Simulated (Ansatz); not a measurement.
Abstraction of F: GeF4 + C2H5Mg → GeF3 + C2H5FMg

Species: GeF4 (tetrafluorogermane) `[F][Ge]([F])([F])[F]`, singlet; C2H5Mg `C[CH2][Mg]`, doublet; GeF3 `[F][Ge]([F])[F]`, doublet; C2H5FMg `C[CH2][Mg][F]`, singlet. A radical takes F: the energy is the difference in strength between the Ge–F bond broken and the Mg–F bond made.

Shapes, held fixed at every level: PBE0-D4/def2-TZVP. Programs: Ansatz 0.2.0. The zero-point and thermal change to 298 K, harmonic and unscaled (PBE0-D4/def2-TZVP), is -0.3 kJ/mol.

Estimate ΔH(298 K) of this reaction.

The highest level, CCSD(T)/def2-TZVPP, gives ΔH(298 K) = -40.3 kJ/mol; the levels span -66.3 to -29.1. The column of differences is taken from that level and isn't an error. No measured value is set beside it here. Open shells run unrestricted. Relativity is left out for Ge. Outer-core shells of Ge, Mg are correlated in most correlated rows, in sets that cover them unevenly.

```tsv
level	kind	ΔH(298 K) (kJ/mol)	less CCSD(T)/def2-TZVPP
MP2/def2-SVP	perturbation theory	-56.7	-16.4
MP2/def2-TZVPP	perturbation theory	-45.4	-5.1
HF/def2-SVP	Hartree–Fock	-51.4	-11.1
HF/def2-TZVPP	Hartree–Fock	-29.1	+11.2
SPW92/def2-TZVPP	LDA	-52.4	-12.1
PBE-D4/def2-TZVPP	GGA	-66.3	-26.0
wB97X-V/def2-TZVPP	range-separated hybrid	-60.8	-20.5
CCSD(T)/def2-TZVPP	coupled cluster or CI	-40.3	0.0
```
